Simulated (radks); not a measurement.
Q: Charge is removed step by step from the 5p level of Au, starting from [Xe] 4f14 5d10 6s1. Level of theory: scalar-relativistic Kohn-Sham, LDA (Slater exchange, Perdew-Wang correlation), spin-unpolarised, spherical densities, finite nucleus; Fermi nuclear charge, rms radius 5.4371 fm (a radial shooting solver on a logarithmic mesh with Libxc functionals). At the starting occupation the eigenvalue is -60.065 eV. Estimate the energy to remove one whole electron from this level, the eigenvalue at the end, and how far E(n) bends from a straight line.

A: Delta-SCF 66.406 eV; final eigenvalue -73.273 eV; the deviation from the straight line is -1.653 eV at 0.5 electron removed, the largest on the grid computed. Slater's transition state (half an electron removed) gives 66.391 eV. Integrating minus the eigenvalue over the occupation (Janak's theorem) gives 66.483 eV. In this scalar-relativistic scheme the density is built from large components alone, so the theorem holds only approximately. The mean slope of the eigenvalue, de/dn, is 13.2 eV per electron.
